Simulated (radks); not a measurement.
Neutral scandium inside a hard spherical wall (all orbitals vanish at R), configuration held at [Ar] 3d1 4s2 and not refilled when levels cross. Method: scalar-relativistic Kohn-Sham, r2SCAN, spin-polarised, spherical densities, finite nucleus; open shells are filled with parallel spins first; meta-GGA in the generalised Kohn-Sham scheme; Fermi nuclear charge, rms radius 3.5459 fm; computed with a radial shooting solver on a logarithmic mesh with Libxc functionals. Eigenvalues in eV for spin up, with the zero of energy where the potential of the charges vanishes at infinity; a dash marks a level that is unbound or too diffuse for the functional's potential to be trusted. A positive occupied level is held by the wall or, in an anion where self-interaction has pushed it up, behind a barrier. The pressure on the wall is -dE/dV.

R (bohr)  E (hartree)  kinetic (hartree)    e(3s)    e(3p)   e(4s)   e(3d)  e(4p, empty)  e(5s, empty)  pressure (GPa)
free       -764.24337            770.070  -57.561  -35.177  -4.458  -3.418        -1.387             -               0
20         -764.24337            770.070  -57.561  -35.177  -4.458  -3.418        -1.386             -        < 0.0001
12         -764.24321            770.072  -57.544  -35.160  -4.446  -3.402        -1.350         1.978         0.00282
10         -764.24200            770.083  -57.455  -35.072  -4.381  -3.322        -1.224         3.363          0.0336
7          -764.21375            770.245  -56.456  -34.085  -3.544  -2.432         0.132         9.909            1.41
6          -764.16293            770.467  -55.381  -33.029  -2.429  -1.469         1.786        16.121            5.23
5          -764.02187            770.980  -53.433  -31.133   0.178   0.347         5.424        28.312            21.4
4          -763.59489            772.345  -49.877  -27.706   7.031   3.975        14.340        54.880             108
2.5        -759.36267            785.399  -32.939  -10.395  61.094  24.706        75.088        205.70            3040
2          -752.14977            805.963  -12.755   11.505  135.35  49.677        151.17        375.14           14100
1.5        -728.04368            865.961   46.000   73.832  338.44  111.78        348.41        791.38           91800
